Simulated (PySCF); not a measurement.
## Ionisation energy of Ge by level of theory

Ge [Ar] 3d10 4s2 4p2 (3P) → Ge⁺ [Ar] 3d10 4s2 4p1 (2P), as a difference of total energies. All numbers are calculated (PySCF 2.14, the spin-free X2C one-electron Hamiltonian (Gaussian nucleus), in x2c-TZVPall (6s5p4d1f, 48 functions)). Correlated levels: valence: [Ar] 3d10 frozen. The calculations carry no spin-orbit coupling.

```
           method  ionisation energy (eV)  error (eV)
              UHF                   7.414      -0.511
            M06-L                   7.659      -0.266
              LDA                   8.007      +0.082
    MP2 (valence)                   7.758      -0.167
SCS-MP2 (valence)                   7.684      -0.241
   CCSD (valence)                   7.788      -0.137
CCSD(T) (valence)                   7.814      -0.111
```

Reference: 7.925 eV (measured; NIST levels, between the centres of gravity of the two terms).

Errors of the correlated levels include the incompleteness of this basis and the frozen core.
